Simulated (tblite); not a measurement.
bismuth atom (Bi), quartet (GFN-xTB shapes and energies of metal compounds can be far from the true ones); GFN1-xTB in tblite 0.6.0.

Here is a job for tblite.
```
$ tblite run mol.xyz --method gfn1 --charge 0 --spin 3 --json tblite.json --no-restart

# file mol.xyz
1

Bi     0.00000000     0.00000000     0.00000000
```

Predict the main parts of the log of this tblite run.


```
xTB calculator
 | screened Coulomb repulsion
 | Coulomb electrostatics
 |  * isotropic Klopman-Ohno-Mataga-Nishimoto electrostatics
 |  * onsite third-order electrostatics
 | DFT-D3(BJ) dispersion correction

halogen bonding energy    0.0000000000000E+00 Eh
repulsion energy          0.0000000000000E+00 Eh
dispersion energy         0.0000000000000E+00 Eh
number of electrons       5.0000000000000E+00 e
integral cutoff           2.2843195497908E+01 bohr

------------------------------------------------------------
  cycle        total energy    energy error   density error
------------------------------------------------------------
      1     -2.080263272550  -2.0802633E+00   9.7027541E-09
      2     -2.080263272550   0.0000000E+00   5.8216524E-09
------------------------------------------------------------

electronic energy        -2.0802632725502E+00 Eh
total energy             -2.0802632725502E+00 Eh

Post processing:
 | Mayer-Wiberg bond orders

[Info] JSON dump of results written to 'tblite.json'
```
